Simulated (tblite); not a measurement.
**Question.** What does the GFN2-xTB structure of `C=N[Si@H](N)P` look like in three dimensions?

**Answer.** 
```
atom  x, y, z in Å
C1    -0.9471    2.0953   -0.2536
N2    -0.8381    0.9419    0.2067
Si3    0.0830   -0.4416   -0.2445
N4    -0.9781   -1.7524    0.0704
P5     1.6917   -0.6145    1.3151
H6    -1.5634    2.8196    0.2733
H7    -0.4673    2.4561   -1.1690
H8     0.6364   -0.4038   -1.6158
H9    -1.8525   -1.8286   -0.4194
H10   -0.5997   -2.6600    0.2784
H11    2.2413    0.6294    1.0587
H12    2.5952   -1.2420    0.4737
```

Any rigid rotation of these coordinates is as good. Atoms count from 1 in this order. N4 (silicon-bound nitrogen) has angles 120.4°, 119.7° and 111.1°, sum 351.2°, 0.20 Å off the plane of its three neighbours. P5 (three-coordinate phosphorus) is pyramidal (angles 95.0°, 94.6° and 92.0°, sum 281.6°, 0.84 Å off the plane of its three neighbours). Si3 (SiH silicon) is distorted tetrahedral (angles from 103.6° to 115.0°).

Bonds between heavy atoms (Å): C1=N2 1.247, N2–Si3 1.722, Si3–N4 1.716, Si3–P5 2.247.

The geometry is computed with GFN2-xTB (gas phase).

Point group: C1 (no symmetry element, even within 0.4 Å). Its GFN2-xTB frequencies are all real (lowest 46 cm⁻¹). One conformer, not necessarily the lowest (C1–N2–Si3–N4 -143°, N2–Si3–N4–H 62° and -154°, N2–Si3–P5–H -60° and -152°). 2 starts were optimised and ended at 0.00 and 0.28 kcal/mol (GFN2-xTB); the lowest of these is shown.
